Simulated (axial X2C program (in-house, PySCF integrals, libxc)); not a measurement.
Density and ELF of TaF

Calculated with an in-house all-electron X2C program for linear molecules (integrals from PySCF). Spin-free means the one-electron spin-free X2C Hamiltonian. Basis: Ta dyall-v3z [13s14p9d7f2g], F dyall-v3z [6s5p2d1f] (cores contracted in-house); Gaussian nuclei, density fitting, unrestricted open shells. Masses: Ta 180.948 u, F 18.998 u.

PBE0, scalar-relativistic, state M_S = 1, Λ = 0 (beyond evenly filled blocks: δ+α, δ-α); Ta at z = 0, F at z = 1.810 Å.

The maps cover the half plane through the axis: z from -2.4 to 4.2 Å along the bond, ρ from 0.15 to 2.25 Å away from it.

log10 of the density in e/bohr³:

```
 ρ\z  -2.4  -1.8  -1.2  -0.6   0.0   0.6   1.2   1.8   2.4   3.0   3.6   4.2
0.15  -2.7  -2.2  -1.6  -0.1   1.8  -0.1  -0.5   0.7  -0.6  -2.0  -3.4  -4.6
0.45  -2.8  -2.3  -1.8  -0.5   0.4  -0.5  -0.8  -0.2  -0.9  -2.2  -3.5  -4.7
0.75  -2.8  -2.3  -1.9  -1.0  -0.4  -1.0  -1.3  -0.9  -1.4  -2.5  -3.6  -4.8
1.05  -2.9  -2.5  -2.0  -1.5  -1.1  -1.5  -1.7  -1.6  -2.0  -2.9  -3.9  -5.0
1.35  -3.1  -2.6  -2.2  -1.7  -1.5  -1.8  -2.1  -2.2  -2.6  -3.3  -4.2  -5.2
1.65  -3.3  -2.8  -2.4  -2.0  -1.9  -2.1  -2.5  -2.8  -3.1  -3.7  -4.5  -5.5
1.95  -3.4  -3.0  -2.6  -2.3  -2.2  -2.4  -2.8  -3.2  -3.6  -4.1  -4.9  -5.7
2.25  -3.7  -3.2  -2.9  -2.7  -2.6  -2.8  -3.1  -3.5  -4.0  -4.5  -5.2  -6.0
```

Electron localisation function (collinear form, no current term, damped to 0 at low density):

```
 ρ\z  -2.4  -1.8  -1.2  -0.6   0.0   0.6   1.2   1.8   2.4   3.0   3.6   4.2
0.15  0.97  0.78  0.10  0.62  0.26  0.53  0.75  0.21  0.86  0.36  0.02  0.00
0.45  0.96  0.80  0.07  0.55  0.34  0.46  0.66  0.85  0.80  0.29  0.02  0.00
0.75  0.93  0.83  0.10  0.25  0.62  0.22  0.41  0.77  0.63  0.19  0.01  0.00
1.05  0.88  0.85  0.30  0.23  0.50  0.19  0.17  0.49  0.35  0.09  0.00  0.00
1.35  0.75  0.84  0.59  0.47  0.56  0.31  0.09  0.16  0.12  0.03  0.00  0.00
1.65  0.50  0.78  0.72  0.68  0.68  0.45  0.08  0.04  0.03  0.00  0.00  0.00
1.95  0.21  0.64  0.71  0.73  0.72  0.48  0.09  0.01  0.01  0.00  0.00  0.00
2.25  0.05  0.36  0.61  0.68  0.66  0.42  0.09  0.01  0.00  0.00  0.00  0.00
```

Axial spin density in 10⁻³ e/bohr³:

```
 ρ\z  -2.4  -1.8  -1.2  -0.6   0.0   0.6   1.2    1.8   2.4   3.0  3.6  4.2
0.15  -1.5  -4.5  -5.2  19.0  77.4  23.5  -0.8  -19.3  -0.9  -0.1  0.0  0.0
0.45  -1.4  -4.0  -5.4  12.4  31.7  12.4   0.7   -5.3  -0.6  -0.1  0.0  0.0
0.75  -1.1  -3.1  -4.1  16.9  85.9  18.1   1.7   -0.4  -0.2   0.0  0.0  0.0
1.05  -0.8  -2.1  -2.2  12.7  43.4  15.0   2.0    0.2  -0.1   0.0  0.0  0.0
1.35  -0.6  -1.3  -1.0   6.7  17.9   8.6   1.6    0.2   0.0   0.0  0.0  0.0
1.65  -0.4  -0.7  -0.4   3.0   7.0   4.2   1.0    0.1   0.0   0.0  0.0  0.0
1.95  -0.2  -0.4  -0.2   1.2   2.7   1.8   0.6    0.1   0.0   0.0  0.0  0.0
2.25  -0.1  -0.2  -0.1   0.4   1.0   0.7   0.3    0.1   0.0   0.0  0.0  0.0
```

The state is one determinant whose occupation by symmetry is held fixed; it was picked as the lowest of a PBE0 search that is not exhaustive. PBE0 can misorder states that lie within some tenths of an eV, so this need not be the ground state of the molecule. The nearest other spin-free determinant of the search, M_S = 2, Λ = 1, lies 0.37 eV up at the distance of the search. The determinant is spin-polarised beyond a pure state at some levels (its spin-free form has ⟨S²⟩ too high), which makes Re and μ there less reliable.
